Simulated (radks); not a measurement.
Question: The potassium ion K2+ is in [Ne] 3s2 3p5. All-electron calculation, non-relativistic Kohn-Sham, PBE, spin-polarised, spherical densities, point nucleus. Program: a radial shooting solver on a logarithmic mesh with Libxc functionals. Open shells are filled with parallel spins first. One electron is removed from 3s, 2s, 2p, 3p in turn, with full relaxation. Which removal costs least, and what does each cost?

Answer: 3p 45.789 eV; 3s 62.946 eV; 2p 325.96 eV; 2s 393.85 eV. The 3p electron leaves first.
